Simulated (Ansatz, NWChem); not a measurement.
# How basis sets differ on BClF2 (chlorodifluoroborane)

The species is BClF2 (4 atoms), meant as a singlet with charge 0. As SMILES, `FB(F)Cl`. The coordinates come from a PBE0-D4/def2-TZVP relaxation.

Quantity: the atomisation enthalpy at 298 K, in kJ/mol. The values are calculated. The thermal term (zero-point and 298 K enthalpy, harmonic and unscaled) is that of PBE0-D4/def2-TZVP; the spin-orbit lowering of the free atoms at 298 K, 6.0 kJ/mol by their spectra, is taken off.

**What was measured.** NIST-JANAF tables; in doubt: it rests on an older heat of the boron atom gives the atomisation enthalpy at 298 K of the gas as 1736 kJ/mol.

```tsv
level	kind	program	value (kJ/mol)	computed − measured	CPU time (all runs)
TPSSh/cc-pVDZ	hybrid meta-GGA	NWChem	1679	-57	14 s
TPSSh/jun-cc-pV(D+d)Z	hybrid meta-GGA	NWChem	1647	-89	20 s
TPSSh/aug-cc-pVDZ	hybrid meta-GGA	NWChem	1657	-79	27 s
TPSSh/cc-pVTZ	hybrid meta-GGA	NWChem	1708	-28	43 s
```

Nearest: TPSSh/cc-pVTZ (-28 kJ/mol); farthest: TPSSh/jun-cc-pV(D+d)Z (-89 kJ/mol). The measured heats of formation of B, Si, Al and metal atoms are uncertain by some kJ/mol each. Times are those of the runs behind each value, whatever else they computed, on shared processors of several kinds: orders of magnitude only.
